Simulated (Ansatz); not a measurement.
Calculation: frozen-core CCSD(T)/cc-pVDZ // PBE0-D4/def2-SVP (Ansatz, a program for electronic structure).

Ansatz 0.2 input:
```yaml
crystal:
  periodic: [false, false, false]
  atoms:
    - { symbol: B, position_ang: [-1.32004, 0.240993, 1.970336] }
    - { symbol: C, position_ang: [-0.073759, 0.032922, 1.060861] }
    - { symbol: C, position_ang: [0.604779, 1.225008, 0.362485] }
    - { symbol: C, position_ang: [1.825071, 0.567395, -0.294224] }
    - { symbol: C, position_ang: [1.301325, -0.834618, -0.699429] }
    - { symbol: C, position_ang: [-0.170986, -0.807617, -0.243524] }
    - { symbol: C, position_ang: [-0.771633, -2.16726, -0.068318] }
    - { symbol: O, position_ang: [-1.81026, -2.53529, -0.549066] }
    - { symbol: C, position_ang: [-0.948436, 0.148627, -1.155189] }
    - { symbol: C, position_ang: [-0.427366, 1.546028, -0.729723] }
    - { symbol: H, position_ang: [-1.420721, 1.243963, 2.641623] }
    - { symbol: H, position_ang: [-2.151593, -0.628772, 2.096572] }
    - { symbol: H, position_ang: [0.621341, -0.450487, 1.790942] }
    - { symbol: H, position_ang: [0.847239, 2.077574, 1.013047] }
    - { symbol: H, position_ang: [2.192644, 1.145276, -1.155853] }
    - { symbol: H, position_ang: [2.658405, 0.488418, 0.42072] }
    - { symbol: H, position_ang: [1.382441, -1.033078, -1.778755] }
    - { symbol: H, position_ang: [1.852701, -1.635782, -0.179897] }
    - { symbol: H, position_ang: [-0.166009, -2.855934, 0.582309] }
    - { symbol: H, position_ang: [-0.772104, -0.076409, -2.217367] }
    - { symbol: H, position_ang: [-2.029174, 0.031983, -0.983463] }
    - { symbol: H, position_ang: [0.017237, 2.110755, -1.563205] }
    - { symbol: H, position_ang: [-1.241105, 2.166303, -0.320884] }
basis:
  gaussian: { orbitals: cc-pVDZ }
correlation:
  method: ccsd_t
```

Output:

```
Functional definition: HF
1870 factors; integrals over basis functions are off by at most 1.2e-3 eV
mean field evaluation 1: about -11151.3323 eV, gradient 4.7e1 eV
mean field evaluation 2: about -11151.7694 eV, gradient 4.7e1 eV
mean field evaluation 4: about -11158.0101 eV, gradient 7.2e0 eV
mean field evaluation 8: about -11158.1736 eV, gradient 5.7e-1 eV
mean field evaluation 16: about -11158.1758 eV, gradient 1.2e-6 eV
mean field -11158.17582434 eV, -410.0553982614 hartree, gradient 1.2e-6 eV, S^2 0.000000; 0 other end points of the search recorded, 0 dependent functions left out
10 core orbitals not correlated
reference -11158.17582434 eV, -410.0553982614 hartree; 27, 27 occupied and 168, 168 virtual orbitals, 1870 factors
second order -37.24612983 eV of doubles, -0.00000000 eV of singles
cycle   1  -38.37663125 eV  change    -1.1e0 eV  update   1.4e-1
cycle   2  -39.42513230 eV  change    -1.0e0 eV  update   4.2e-2
cycle   3  -39.67058181 eV  change   -2.5e-1 eV  update   2.1e-2
cycle   4  -39.66606272 eV  change    4.5e-3 eV  update   5.2e-3
cycle   5  -39.66710856 eV  change   -1.0e-3 eV  update   2.3e-3
cycle   6  -39.66788688 eV  change   -7.8e-4 eV  update   7.0e-4
cycle   7  -39.66730166 eV  change    5.9e-4 eV  update   2.9e-4
cycle   8  -39.66713354 eV  change    1.7e-4 eV  update   9.2e-5
cycle   9  -39.66715524 eV  change   -2.2e-5 eV  update   4.2e-5
perturbative correction -1.41360610 eV, -0.0519490660 hartree
Total energy: -11199.25658568 eV, -411.5650883949 hartree
```

Cost: roughly 13 core-minutes.
